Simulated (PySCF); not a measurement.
## Distorted geometries of [ReO(OH)3]2+

[ReO(OH)3]2+ (singlet). PySCF 2.14.0, RKS PBE, Re def2-SVP with ECP60, O def2-SVP, H def2-SVP; non-relativistic Hamiltonian with scalar-relativistic core potentials where named; density fitting; no spin-orbit coupling. Relaxed geometry:

```xyz
8

Re   -0.1261   -0.0915   -0.1450
O     0.9008    0.7733    0.8416
O    -1.2516   -1.0168    0.8769
H    -1.6337   -1.3290    1.7509
O     0.8492   -1.1904   -1.1486
H     1.7024   -1.6000   -1.4832
O    -1.0245    1.0558   -1.1668
H    -1.2603    1.9698   -1.5079
```

Problem. Order these distorted geometries by energy above the relaxed one, lowest first.
A.
```xyz
8

Re   -0.0510   -0.0278   -0.1518
O     0.8146    0.7608    0.8774
O    -1.1814   -1.0290    0.8802
H    -1.5070   -1.3079    1.6621
O     0.8540   -1.2280   -1.0759
H     1.6935   -1.6433   -1.4779
O    -1.1371    1.0089   -1.1641
H    -1.3294    2.0375   -1.5321
```
B.
```xyz
8

Re   -0.1337   -0.1317   -0.1872
O     0.7846    0.7605    0.9888
O    -1.2644   -1.1261    0.9461
H    -1.6724   -1.2639    1.6434
O     0.8037   -1.0894   -1.1599
H     1.7781   -1.6781   -1.5094
O    -1.0452    1.0304   -1.2031
H    -1.0946    2.0695   -1.5007
```
C.
```xyz
8

Re   -0.1625   -0.0669   -0.1535
O     0.8646    0.8093    0.8687
O    -1.2352   -1.0522    0.8375
H    -1.6224   -1.3544    1.7730
O     0.9187   -1.1569   -1.1443
H     1.6746   -1.6333   -1.4743
O    -1.0191    1.0292   -1.1927
H    -1.2626    1.9964   -1.4966
```

Solution. C (0.29 eV), A (1.17 eV), B (2.46 eV).

Problem. Which forces (eV/Å) act in the one that lies 1.17 eV up?

Solution. 
```
Re  -8.20 -5.53 -3.63
O    5.48  4.93  5.31
O    3.27  2.92 -7.20
H   -2.30 -1.96  5.97
O    1.48 -0.53 -1.00
H   -0.49  0.19  0.30
O    0.31  2.72 -0.78
H    0.44 -2.74  1.03
```
Forces carry noise of the integration grid, about 0.01 to 0.03 eV/Å.
